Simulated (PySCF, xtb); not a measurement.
hydrogen iodide (HI), SMILES I.

Harmonic wavenumbers (cm⁻¹) from xtb 6.7.1 with GFN2-xTB at its own minimum, in rising order: 2372.

### Question
What does PySCF 2.14.0 with PBE-D3(BJ)/def2-TZVPD give at its own minimum? (Estimate from the structure and the level; the computed values follow.)

### Answer
2257. Paired by order, the mean absolute difference is 114 cm⁻¹ and the zero-point energies are 3.4 and 3.2 kcal/mol.
